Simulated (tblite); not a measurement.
Species: C₄H₁₃GeN.
SMILES with atom numbers: `[CH3:1][CH2:2][CH2:3][N:4]([CH3:5])[GeH3:6]` (hydrogens: H7, H8, H9 on C1; H10, H11 on C2; H12, H13 on C3; H14, H15, H16 on C5; H17, H18, H19 on Ge6)

Cartesian coordinates in Å at the GFN2-xTB level; atoms count from 1:
```xyz
19
C4H13GeN angstrom
C      1.9970    0.2772    0.0242
C      1.2832   -1.0659   -0.0041
C     -0.0838   -0.9915   -0.6983
N     -1.0442   -0.0804   -0.1225
C     -1.4831   -0.4359    1.2077
Ge    -1.1827    1.6405   -0.6731
H      3.0189    0.1618    0.3785
H      2.0239    0.7125   -0.9744
H      1.4859    0.9727    0.6879
H      1.1561   -1.4383    1.0141
H      1.8900   -1.7927   -0.5488
H      0.0690   -0.6859   -1.7384
H     -0.5236   -1.9986   -0.7029
H     -1.7863   -1.4863    1.2294
H     -0.7132   -0.2857    1.9742
H     -2.3442    0.1801    1.4702
H     -0.8391    1.6343   -2.1269
H     -0.3212    2.6688    0.0296
H     -2.6122    2.0228   -0.4338
```

All values are computed: GFN2-xTB (tblite) harmonic vibrations without scaling, gas phase. This tight-binding method is rough: wavenumbers can miss measured ones by several per cent, in bad cases by 10 to 20. Modes of hydrogen on germanium can be 10 to 20 % off. One conformer, not necessarily the lowest.

Harmonic wavenumbers (cm⁻¹): 62.7, 88.1, 138.6, 176.9, 213.7, 238.9, 262.4, 275.2, 348.9, 468.1, 530.6, 573.9, 586.7, 770.2, 806.2, 810.6, 863.1, 900.6, 912.9, 988.3, 1068.9, 1089.7, 1106.1, 1109.6, 1190.8, 1211.4, 1254.5, 1289.9, 1342.3, 1350.6, 1409.5, 1420.5, 1468.1, 1480.0, 1492.4, 1493.0, 1501.7, 1510.0, 1868.7, 1989.6, 2064.9, 2878.2, 2884.4, 2930.6, 2950.0, 2970.2, 2980.8, 2987.0, 3008.0, 3015.7, 3033.4.

A = 3233, B = 1457, C = 1186 MHz; mass 149.026 u (most abundant isotopes); point group C1, symmetry number 1.

Question: Zero-point energy?

Answer: Half the sum of the wavenumbers: 34684 cm⁻¹ = 414.91 kJ/mol.

Question: Entropy at 200 K, 1 bar (ideal gas, RRHO, classical rotation)?

Answer: Translation 162.97, rotation 114.03, vibration 68.28: S = 345.3 J/(mol K).

Question: And Cp and H(200 K) − H(0)?

Answer: Cp = 112.19 J/(mol K), of which vibrations give 78.93 (their classical limit is 51 R = 424.0); H(200 K) − H(0) = 14.48 kJ/mol without the zero-point energy, 7.83 from vibrations.

Question: Which modes carry the vibrational entropy at 200 K?

Answer: 62.7 cm⁻¹: 15.00; 88.1 cm⁻¹: 12.24; 138.6 cm⁻¹: 8.67; 176.9 cm⁻¹: 6.85; 213.7 cm⁻¹: 5.51; 238.9 cm⁻¹: 4.77 J/(mol K); the other 45 give 15.23 together.

Question: How do the functions run with temperature in this model?

Answer: 
```
T (K)  S (J/(mol K))  Cp (J/(mol K))  H − H(0) (kJ/mol)  G − H(0) (kJ/mol)  ln q(vib)
  100          281.6            74.5               5.09             -23.07       1.21
  300          397.8           150.1              27.57             -91.78       5.86
  500          492.3           224.0              65.20            -180.96      10.55
  800          616.0           302.2             145.06            -347.73      17.42
 1000          687.4           337.0             209.15            -478.20      21.76
```

q(vib) and H(0) count from the zero-point level.

Question: Blend soft modes into free rotors: weight 1/[1 + (100 cm⁻¹/ν̃)⁴] for the oscillator and the rest for a rotor with moment μB/(μ + B), μ = h/(8π²ν), B = 10⁻⁴⁴ kg m². What vibrational entropy results?

Answer: 65.37 J/(mol K) in place of 68.28, which changes −T·S at 200 K by +0.58 kJ/mol.

Hindered rotation and anharmonicity are outside this model. Other conformers, if any are populated, would add a mixing term that is left out. The structure is chiral; the term R ln 2 for an equal mix with its mirror image is left out.
